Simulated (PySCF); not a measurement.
**Induced dipoles and field energies**

Species: SnHMe2(OEt), C4H12OSn.
Structure used (PBE0-D3(BJ)/def2-SVP), in Å, numbered top down from 1:
```xyz
18
C4H12OSn angstrom
Sn     0.4197    1.1540    0.4515
H      0.4814    1.3150    2.1675
C      2.3425    0.6834   -0.3820
H      3.0518    1.4980   -0.1752
H      2.2485    0.5590   -1.4700
H      2.7352   -0.2465    0.0525
C     -0.5502    2.7869   -0.5267
H     -0.6597    2.5510   -1.5944
H      0.0363    3.7104   -0.4199
H     -1.5473    2.9405   -0.0918
O     -0.8069   -0.3761    0.0563
C     -0.5222   -1.6687    0.5033
C     -1.6115   -2.6103    0.0357
H      0.4575   -2.0315    0.1215
H     -0.4520   -1.7143    1.6122
H     -1.4207   -3.6415    0.3723
H     -2.5875   -2.2871    0.4280
H     -1.6714   -2.6053   -1.0633
```

Level: CAM-B3LYP/def2-SVPD (PySCF); nuclei fixed, core orbitals frozen in the response. Permanent dipole (1.631, 1.027, 0.081) D (1 au = 2.5417 D). Static polarisability (au):

```
x    96.07   1.27  -0.62
y     1.27 103.84  -3.01
z    -0.62  -3.01  86.15
```

Only the terms in μ and α are kept: μ(F) = μ + αF and ΔE = −μ·F − ½ F·αF.

(1) What do fields of 0.514 V/Å (0.01 au) along the six axis directions do?

(2) For the field (0.0060, -0.0030, 0.0030) au, what is the induced dipole, and what angle does it make with the field?

(3) At what field along the permanent dipole would the induced dipole along it equal the permanent one, in this linear picture?

(4) What field makes μF equal to kT at 100 K?

(5) Induction energy −ᾱe²/2R⁴ of a unit charge at 20 Å, the molecule taken as a point?

Answers

(1) 
```tsv
field along	induced x (D)	induced y (D)	induced z (D)	total size (D)	−μ·F (kJ/mol)	−½F·αF (kJ/mol)
+x	2.442	0.032	-0.016	4.209	-16.847	-12.612
−x	-2.442	-0.032	0.016	1.287	+16.847	-12.612
+y	0.032	2.639	-0.077	4.026	-10.608	-13.632
−y	-0.032	-2.639	0.077	2.276	+10.608	-13.632
+z	-0.016	-0.077	2.190	2.944	-0.837	-11.309
−z	0.016	0.077	-2.190	2.894	+0.837	-11.309
```

(2) αF = (1.451, -0.795, 0.670) D, at 2.9° to the field. The polarisability along this direction, F·αF/F², is 95.45 au, against a mean of 95.35 au.

(3) The polarisability along the dipole is 99.22 au, so F = 0.7590 au / 99.22 au = 0.0076 au = 0.39 V/Å; higher-order terms are ignored.

(4) kT = 0.3167 × 10⁻³ Eh, so F = 0.000417 au = 2.15 MV/cm.

(5) R = 37.79 bohr, so the energy is −95.4/(2 × 37.79⁴) Eh = -0.0613 kJ/mol. The charge–dipole term at its most favourable orientation, −μe/R², is -1.4 kJ/mol.

Geometry: PBE0-D3(BJ)/def2-SVP, one conformer, isolated molecule. Atoms past krypton carry effective core potentials; spin–orbit coupling is left out.
